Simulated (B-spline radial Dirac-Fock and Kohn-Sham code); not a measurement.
**Scattering functions of Ho³⁰⁺**

System: the Ho³⁰⁺ ion, [Kr] 4d1.

These are calculated numbers from a radial finite-basis atomic code; the model is configuration-average Dirac-Fock orbitals. f₀ is the Fourier transform of the spherical electron density, S the Waller-Hartree incoherent function, and s = sin θ/λ. The electron scattering factor follows from the Mott-Bethe formula f_e = 0.023934 Å⁻¹·(Z − f₀)/s².

```csv
s (Å⁻¹),f₀,S,f_e (Å)
0,37.000,0.000,–
0.03,36.977,0.022,798.400
0.04,36.960,0.039,449.362
0.05,36.937,0.060,287.808
0.07,36.877,0.118,147.133
0.09,36.798,0.194,89.242
0.12,36.642,0.343,50.458
0.15,36.443,0.531,32.504
0.2,36.021,0.927,18.536
0.26,35.374,1.521,11.197
0.33,34.447,2.347,7.155
0.43,32.860,3.702,4.419
0.56,30.487,5.609,2.787
0.73,27.194,8.098,1.788
0.94,23.360,10.940,1.182
1.22,19.228,14.214,0.768
1.58,15.469,17.538,0.494
2.04,11.981,20.764,0.316
2.64,8.538,24.117,0.201
3.42,5.988,27.395,0.125
4.43,4.666,30.258,0.076
5.74,3.575,32.565,0.046
7.43,2.388,34.222,0.028
```

f₀ starts at the number of electrons, 37, and has fallen to half at s ≈ 1.29 Å⁻¹. The sum of ⟨r²⟩ over the electrons is 3.404 bohr². For an ion f_e diverges as s goes to zero, because of the net charge.
